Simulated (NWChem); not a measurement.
Species: C₄H₁₂O₂Si; SMILES [Si](OC)(C)(C)OC

```xyz
19

C     -1.1619     2.2474     0.0803
O     -0.9919     0.8771     0.3871
Si     0.3736    -0.0249     0.0556
C      1.8227     0.4814     1.1314
C      0.7869     0.0942    -1.7794
O      0.0080    -1.5814     0.4920
C     -1.1149    -2.3062     0.0160
H     -2.1711     2.5447     0.3832
H     -1.0551     2.4448    -0.9961
H     -0.4431     2.8793     0.6220
H      2.1171     1.5236     0.9576
H      2.6972    -0.1484     0.9307
H      1.5681     0.3741     2.1915
H     -0.0456    -0.2486    -2.4052
H      1.6607    -0.5233    -2.0195
H      1.0206     1.1230    -2.0804
H     -1.0990    -3.2980     0.4788
H     -2.0544    -1.8070     0.2829
H     -1.0823    -2.4347    -1.0753
```
Atoms are numbered in this order, from 1.

All runs: NWChem. Geometry: optimised at B3LYP/6-31G* (spherical d). Vzz is the largest principal value of the second derivative of the potential at the nucleus (NWChem prints the opposite sign); η is the asymmetry. Non-relativistic.

For level CAM-B3LYP/def2-SVP:

* **Vzz O2 (a.u.)**: 1.654
* **Vzz O6 (a.u.)**: 1.630

**Question.** How do the values read with level Hartree-Fock/def2-SVP instead?

**Answer.** 
| Quantity | Result |
|---|---|
| Vzz O2 (a.u.) | 1.705 |
| Vzz O6 (a.u.) | 1.684 |
